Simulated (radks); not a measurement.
Results of a calculation; reference values are marked as such.
The hydrogen anion H-, [He], held by a Watson sphere: a shell of charge +1 at radius R that stands for the Madelung well of a crystal (potential energy -1/R inside, -1/r outside, in hartree with lengths in bohr). Level of theory: scalar-relativistic Kohn-Sham, LB94 model potential, spin-polarised, spherical densities, finite nucleus; Fermi nuclear charge, rms radius of each element as measured or else 0.836 A^(1/3) + 0.57 fm (a radial shooting solver on a logarithmic mesh with Libxc functionals). Response by self-consistent Sternheimer equations with the Hartree and adiabatic LDA kernel, the relativistic mass of each level held fixed and spin-orbit coupling left out. The sphere does not respond.

| R (bohr) | e(1s) (eV) | <r> 1s (bohr) | sum of <r^2> (bohr^2) | X-ray form factor at sin(theta)/lambda = 0.3 1/angstrom | alpha (bohr^3) |
|---|---|---|---|---|---|
| 1.54 | -12.296 | 1.640 | 7.066 | 0.398 | 10.05 |
| 1.9 | -11.064 | 1.765 | 8.219 | 0.343 | 13.52 |
| 2.06 | -10.598 | 1.814 | 8.705 | 0.326 | 15.18 |
| 2.46 | -9.598 | 1.920 | 9.836 | 0.300 | 19.58 |
| 2.66 | -9.168 | 1.966 | 10.35 | 0.293 | 21.88 |
| 3.18 | -8.217 | 2.063 | 11.56 | 0.282 | 28.04 |
| 3.22 | -8.152 | 2.069 | 11.64 | 0.282 | 28.52 |
| 3.27 | -8.072 | 2.077 | 11.75 | 0.281 | 29.12 |
